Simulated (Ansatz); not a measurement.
`Cl[SiH]1CC1` + H–F → `F[SiH]1CC1` + HCl at 700 K and 1 bar (ligand exchange at the Si–Cl bond).

Gas-phase electronic energies from Ansatz, PBE0-D4/def2-TZVP geometries. CCSD(T)/CBS is the MP2 limit (def2-TZVPP, def2-QZVPP) plus CCSD(T) − MP2 in def2-TZVPP, frozen cores. This one scheme is used for every species.

| species | CCSD(T)/CBS energy (Eh) | H − E (kJ/mol) | S (J/(mol·K)) |
| --- | --- | --- | --- |
| `Cl[SiH]1CC1` | -827.98104 | 229.9 | 402.6 |
| H–F | -100.39570 | 45.2 | 198.5 |
| `F[SiH]1CC1` | -468.00632 | 230.9 | 388.6 |
| HCl | -460.38127 | 38.4 | 211.8 |

H − E and S are ideal-gas, rigid-rotor, harmonic terms from PBE0-D4/def2-TZVP. 1 Eh = 2625.50 kJ/mol, R = 8.31446 J/(mol·K).

**Question.** By hand: ΔE, ΔH, ΔS and ΔG.

**Answer.** ΔE = (-468.00632) + (-460.38127) − (-827.98104) − (-100.39570) = -0.01085 Eh = -28.5 kJ/mol. Δ(H − E) = 230.9 + 38.4 − 229.9 − 45.2 = -5.8, so ΔH = -34.3 kJ/mol. ΔS = 388.6 + 211.8 − 402.6 − 198.5 = -0.7 J/(mol·K). ΔG = -34.3 − 700 × (-0.7)/1000 = -33.8 kJ/mol.

**Question.** By hand: the equilibrium constant, and the temperature at which ΔG would vanish if ΔH and ΔS stayed fixed.

**Answer.** log₁₀ K = −ΔG/(RT ln 10) = 2.5. ΔG = 0 at ΔH/ΔS = 49000 K, far beyond where these terms or the molecules hold.

The number of gas molecules stays the same, so ΔS is small and ΔH decides. A doubt of 5 kJ/mol in ΔE shifts log₁₀ K by 0.4 here. These are equilibria of isolated gas molecules and say nothing of rates. Largest T1 diagnostic: 0.011 (customary marks: 0.02 for closed shells, 0.045 for open ones).
